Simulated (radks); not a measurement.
Task: The calcium ion Ca16+, 4 electrons, occupied as [He] 2s2 (the NIST ground configuration). Calculated with a radial shooting solver on a logarithmic mesh with Libxc functionals: non-relativistic Kohn-Sham, LB94 model potential, spin-polarised, spherical densities, point nucleus. Some entries of the table are withheld. Estimate them.

| orbital | occ. | eigenvalue (Ry) | <r> (bohr) |
|---|---|---|---|
| 1s | 2 | (1) | 0.07663 |
| 2s | 2 | -78.83976 | 0.3251 |
| 2p | 0 | -76.16821 | (2) |
| 3s | 0 | (3) | 0.7505 |

Result: 
(1) 1s eigenvalue (Ry): -356.8036
(2) 2p <r> (bohr): 0.2765
(3) 3s eigenvalue (Ry): -33.87534
